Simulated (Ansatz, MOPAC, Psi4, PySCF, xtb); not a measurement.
Pair of molecules: HF (SMILES F) (first 2 atoms) with Cl2 (SMILES ClCl); geometry from B3LYP-D3(BJ)/def2-TZVP, rigid monomers moved along the line of their centres of mass till H2···Cl4 is 2.66 Å.
(charge 0, multiplicity 1):
```xyz
4

F      0.4549     0.3837     0.1123
H      0.3388    -0.0612     0.9201
Cl    -0.4270     0.4198     4.3531
Cl    -0.0156    -1.2346     3.2822
```

Monomers are frozen at their geometry in the pair; levels with a basis set take the counterpoise correction. Rows marked so take none.

Cores are frozen in the correlated methods. Rows in 6-31G*, STO-3G carry no dispersion term and start afresh at each structure (6-31G* with six Cartesian d functions). MP2/6-31G* freezes PySCF's default core. The state that PM6 reach isn't checked.

Run with Ansatz (a first-principles code); MOPAC for PM6 (differences of heats of formation); Psi4 for SAPT; PySCF for 6-31G* rows, STO-3G rows; xtb for the GFN methods. Values without a source in brackets are computed.

| level | interaction energy (kcal/mol) |
|---|---|
| GFN-FF | -2.32 |
| PM6 | -0.51 |
| GFN2-xTB | -1.94 |
| HF/STO-3G (no counterpoise) | -0.16 |
| PBE/def2-TZVPPD | -1.63 |
| wB97X-V/def2-TZVPPD | -1.61 |
| wB97M-V/def2-TZVPPD | -1.59 |
| MP2/6-31G* (no counterpoise) | … |
| SAPT0/jun-cc-pV(D+d)Z | … |

What belongs in the gaps?


- MP2/6-31G* (no counterpoise), interaction energy (kcal/mol): -1.23
- SAPT0/jun-cc-pV(D+d)Z, interaction energy (kcal/mol): -1.04
